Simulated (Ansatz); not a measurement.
# Counterpoise correction, worked out

The pair of K⁺ (SMILES [K+], atom 1) and H₂S (SMILES S, atoms 2–4), both closed shells, in one local arrangement (a lower one may exist), relaxed at PBE0-D4/def2-TZVP:

K1  (0.120, 0.032, -2.659)
S2  (0.291, 0.411, 0.583)
H3  (-0.982, 0.367, 1.010)
H4  (0.572, -0.810, 1.066)
(Å)

Ansatz 0.2.0; basis: def2-TZVPPD; cores frozen in the correlated methods. The outer core shell of Li, Na, Mg and K is correlated. The def2 sets are not built for correlating such inner shells, so the correlated values are less sure here.

MP2 total energies in eV:

| system | geometry | basis functions | energy |
| --- | --- | --- | --- |
| pair | pair | all | -27158.97308 |
| K⁺ | as in the pair | all (partner as ghosts) | -16303.89902 |
| H₂S | as in the pair | all (partner as ghosts) | -10854.65004 |
| K⁺ | as in the pair | its own | -16303.88668 |
| H₂S | as in the pair | its own | -10854.64407 |
| K⁺ | free (PBE0-D4 minimum) | its own | -16303.88668 |
| H₂S | free (PBE0-D4 minimum) | its own | -10854.64590 |

(1) Work out the interaction energy with and without the counterpoise correction, the superposition error, and the binding energy from the relaxed fragments.

The T1 diagnostic stays at or below 0.011.

## Answers

(1) Without correction: -27158.97308 − (-16303.88668) − (-10854.64407) = -0.44233 eV.
With correction (each fragment in the whole basis): -27158.97308 − (-16303.89902) − (-10854.65004) = -0.42402 eV = -9.78 kcal/mol.
The superposition error is the difference, 0.01831 eV, 4 % of the uncorrected value: each fragment borrows its partner's functions.
Deformation from the free shapes: 0.00000 eV for K⁺ and 0.00183 eV for H₂S.
Binding energy from relaxed fragments: -0.42402 + 0.00000 + 0.00183 = -0.42219 eV = -9.74 kcal/mol (electronic, without zero-point energy; negative means bound). For comparison, the corrected interaction energy by CCSD(T) at an estimated basis limit (MP2 extrapolated from triple and quadruple zeta, plus CCSD(T) − MP2 in triple zeta) is -0.450 eV.

For scale, one of the runs: CCSD(T)/def2-TZVPPD, 121 basis functions, launched by `ansatz run in.yaml --threads 2 --pin off --events-out ev --progress --plain --max-ram 5222MiB`. Hardware: 2 CPU threads of an Intel Xeon Platinum 8259CL, shared host. Wall time about 4.2 s.
